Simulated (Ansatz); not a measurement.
Consider the formal exchange of groups at a Te–C bond: `C/C=N\C[TeH]` + `N[SiH2]CF` → `N[SiH2]C(F)[TeH]` + `C/C=N/C`.

Computed with Ansatz on PBE0-D4/def2-TZVP structures; ΔE is electronic, products minus reactants. CCSD(T)/CBS is the MP2 limit (def2-TZVPP, def2-QZVPP) plus CCSD(T) − MP2 in def2-TZVPP, frozen cores. Double bonds are as drawn, so ΔE can hold a change between cis and trans. Elements past krypton have def2 core potentials. For Te outer-core shells are correlated without core-valence functions, which leaves a few kJ/mol of doubt a bond. Each species was taken in one conformer, which may not be the lowest.

`C/C=N\C[TeH]`:

Cartesian coordinates in Å:
```
C 0.578 1.287 -0.824
C 0.444 0.973 0.631
N -0.235 0.039 1.155
C -1.014 -0.820 0.328
Te 0.131 -2.505 -0.429
H 1.182 2.180 -0.981
H 1.055 0.448 -1.344
H -0.397 1.443 -1.295
H 1.008 1.595 1.328
H -1.823 -1.262 0.905
H -1.426 -0.358 -0.577
H 0.496 -3.020 1.102
```

`N[SiH2]CF`:

```xyz
10

N    -0.448    0.906    1.261
Si   -0.424   -0.515    0.298
C     0.563   -0.125   -1.267
F     1.855    0.269   -0.905
H    -1.100    0.987    2.024
H     0.429    1.348    1.493
H     0.196   -1.718    0.927
H    -1.825   -0.855   -0.070
H     0.646   -0.993   -1.929
H     0.109    0.695   -1.833
```

`N[SiH2]C(F)[TeH]`:

```xyz
11

N    -0.678   -1.608    0.497
Si    0.264   -0.223    0.828
C    -0.188    1.252   -0.281
F     0.472    2.404    0.112
Te    0.197    0.777   -2.344
H    -0.695   -2.033   -0.415
H    -1.503   -1.815    1.032
H     0.007    0.151    2.244
H     1.711   -0.469    0.600
H    -1.265    1.452   -0.267
H     1.680    0.112   -2.007
```

`C/C=N/C`:

Z-matrix (Å, degrees):
```
C
C 1 1.488
H 1 1.095 2 110.4
H 1 1.095 2 110.4 3 117.8
H 1 1.089 2 110.4 3 -121.1
N 2 1.259 1 122.5 3 121.5
H 2 1.103 1 116.5 3 -58.4
C 6 1.438 2 118.1 1 180.0
H 8 1.100 6 113.7 2 0.2
H 8 1.094 6 109.3 2 -121.6
H 8 1.093 6 109.3 2 122.0
```

| species | SCS-MP2/def2-QZVPP energy (Eh) |
| --- | --- |
| `C/C=N\C[TeH]` | -440.48376 |
| `N[SiH2]CF` | -485.14389 |
| `N[SiH2]C(F)[TeH]` | -752.68428 |
| `C/C=N/C` | -172.95060 |

**Question.** Work out ΔE.

**Answer.** ΔE = (-752.68428) + (-172.95060) − (-440.48376) − (-485.14389) = -0.00723 Eh = -19.0 kJ/mol. CCSD(T)/CBS gives -21.3 kJ/mol.

Largest T1 diagnostic among the species: 0.012.
